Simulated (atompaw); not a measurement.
**Cutoff test, boron (B), PAW (atompaw)**

```json
{
  "Element": "B",
  "Generator": "atompaw 4.2.0.5",
  "Type": "PAW",
  "Functional": "PBE",
  "Relativity": "scalar-relativistic",
  "Frozen core": "[He]",
  "Valence charge": "3",
  "Reference configuration": "2s1 2p0 (charge +2)",
  "Partial waves": "2s (bound): rc 2.45 bohr; 2s channel at 2.1 Ry: rc 1.45 bohr; 2p (bound, empty): rc 2.15 bohr; 2p channel at -0.75 Ry: rc 2.15 bohr; 3d channel at 0.35 Ry: rc 2.45 bohr; 3d channel at 2.6 Ry: rc 2.45 bohr",
  "Local potential": "ultrasoft scheme with l = 3 at 0.5 Ry, radius 2.20 bohr",
  "Core correction": "smooth core density matched at 1.50 bohr",
  "Augmentation charge": "sinc compensation charge, radius 2.15 bohr; PAW radius 2.45 bohr; waves and projectors: custom polynom2 7 10 vanderbiltortho"
}
```

The pseudo-atom Hamiltonian at the reference potential is diagonalised in spherical Bessel functions j_l(qr) that vanish at 20 bohr, with q² up to the cutoff. All-electron valence levels (Ry): 2s -2.3134, 2p -1.8735.

Question: How do the lowest levels (Ry) of each channel move with the cutoff, and are there ghosts?

Answer:

```tsv
cutoff (Ry)	s #1	s #2	p #1	p #2	d #1	f #1	Σ f·Δε (mRy)
8	-2.3068	-0.7647	-1.8276	-0.6413	-0.6000	-0.2680	6.6
10	-2.3108	-0.7647	-1.8599	-0.6514	-0.6003	-0.2680	2.6
12	-2.3115	-0.7648	-1.8705	-0.6550	-0.6008	-0.2680	1.9
15	-2.3116	-0.7648	-1.8734	-0.6560	-0.6013	-0.2680	1.8
18	-2.3125	-0.7648	-1.8735	-0.6561	-0.6017	-0.2680	0.9
21	-2.3130	-0.7648	-1.8735	-0.6561	-0.6017	-0.2680	0.4
25	-2.3131	-0.7648	-1.8735	-0.6561	-0.6017	-0.2680	0.3
400	-2.3134	-0.7648	-1.8735	-0.6561	-0.6018	-0.2680	0.0
```

Result: no extra level below or beside the all-electron valence levels (s, p, d, f tested); 10 mRy is reached at 8 Ry and 1 mRy at 18 Ry.

The cutoffs count occupied waves only; the empty 2p level needs 12 Ry at the loose tolerance.
